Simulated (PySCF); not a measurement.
Ag⁺: ionisation energy

Ag⁺ [Kr] 4d10 → Ag²⁺ [Kr] 4d9 [4d3/2^4 4d5/2^5, M_J = 5/2], as a difference of total energies. Calculation: PySCF 2.14, in x2c-QZVPPall-2c; the two-component X2C-1e Hamiltonian. Correlated levels: [Ar] 3d10 frozen; the 32 highest virtual spinors dropped. "Screened" scales the spin-orbit matrix elements by Boettger's factors to mimic the two-electron term; Breit and QED terms are absent.

Order these methods by the ionisation energy they give, lowest first.
A. GHF (screened spin-orbit)
B. GHF (spin-free)
C. GMP2 (screened spin-orbit)
D. GMP2 (spin-free)

A (19.565 eV), B (19.799 eV), C (21.620 eV), D (21.866 eV).

The spin-free rows lack the spin-orbit shift.

For comparison: 21.484 eV (measured; NIST Atomic Spectra Database, ionization energies).
